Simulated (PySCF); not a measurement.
Computed properties of C2H7FSi2, SMILES F[SiH2]/C=C/[SiH3]

C2H7FSi2, SMILES C(/[SiH2]F)=C\[SiH3]. Geometry: B3LYP-D3(BJ)/def2-SVP. The structure was generated by enumeration; whether it is a known compound was not checked. The values are those of a single conformer. All values are computed for the isolated molecule unless a solvent is named; none is compared with measurement here.

**Structure.** All 30 harmonic modes at B3LYP-D3(BJ)/def2-SVP (PySCF) are real, so it is a minimum. With heavy atoms numbered as in [SiH3:1]/[CH:2]=[CH:3]/[SiH2:4][F:5], the shortest bond between them is C2–C3 at 1.348 Å and the longest Si1–C2 at 1.880 Å.

**Vibrations.** The strongest infrared lines (harmonic, unscaled, degenerate partners summed) lie at 922 cm⁻¹ (645 km/mol, H 86 %, Si 12 %), 966 cm⁻¹ (164 km/mol, H 80 %, Si 16 %), 2247 cm⁻¹ (134 km/mol, H 96 %). The softest mode is at 61 cm⁻¹ and the zero-point energy is 48.7 kcal/mol.

**Electronic structure.** PBE0/def2-TZVP (PySCF) places the frontier levels at -8.39 and -1.44 eV, a gap of 6.95 eV, and gives a dipole moment of 1.58 D and a mean polarisability of 77.9 bohr³. PBE/def2-TZVP (PySCF) at the same geometry gives -7.26 and -2.39 eV, so its gap is 2.08 eV narrower. An orbital gap is neither the optical nor the fundamental gap.

**Excitations.** TDA-ωB97X/def2-SVPD (PySCF) has S1 at 5.87 eV (211 nm, f = 0.003, weak); the most intense of the 10 singlets computed lies at 7.09 eV (f = 0.72). T1 (TDA) is at 4.08 eV, 1.79 eV under S1. TDA-PBE/def2-SVPD (PySCF) puts S1 at 5.24 eV. No vertical singlet excitation falls in the visible range (under 3.1 eV).

**NMR.** GIAO shifts at KT2/pcSseg-1 (PySCF) (non-relativistic, atoms alike by connectivity averaged): ¹³C from 148.5 to 149.4 ppm against TMS; ¹H from 4.5 to 7.4 ppm against TMS; ²⁹Si from -65.4 to 2.5 ppm against TMS; ¹⁹F at -245.4 ppm against CFCl3.

**Solvation.** SMD-M06-2X/6-31G* (PySCF) gives 2.3 kcal/mol in water, -1.5 kcal/mol in tetrahydrofuran, -1.7 kcal/mol in ethylethanoate (1 M in both phases, gas-phase geometry).
